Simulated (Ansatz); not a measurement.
Ansatz (a quantum-chemistry and plane-wave program) input (PBE0/def2-TZVP):

Ansatz 0.2 input:
```yaml
crystal:
  periodic: [false, false, false]
  atoms:
    - {symbol: P, position_ang: [-0.00000000, -0.00000000, -1.01169731]}
    - {symbol: P, position_ang: [0.00000000, 0.00000000, 0.86001478]}
    - {symbol: H, position_ang: [0.00000000, 0.00000000, 2.27523807]}
basis:
  gaussian:
    orbitals: def2-TZVP
hamiltonian:
  xc: {name: PBE0}
total_charge: 1
```

End of the output:

```
integrals: 0.02 GiB planned
608 factors; their error is unknown
mean field: 0.19 GiB planned
mean field evaluation 1: about -18574.6888 eV, gradient 2.8e1 eV
mean field evaluation 2: about -18575.0004 eV, gradient 2.6e1 eV
mean field evaluation 4: about -18576.7749 eV, gradient 4.0e0 eV
mean field evaluation 8: about -18576.8508 eV, gradient 1.5e-2 eV
mean field -18576.85078421 eV, -682.6866744779 hartree, gradient 7.7e-5 eV, S^2 0.000000; 0 other end points of the search recorded, 0 dependent functions left out
reference -18576.85080605 eV, -682.6866752807 hartree; 15, 15 occupied and 65, 65 virtual orbitals, 608 factors
Total energy: -18576.85080605 eV, -682.6866752807 hartree
```

It need not be the lowest isomer of its formula.
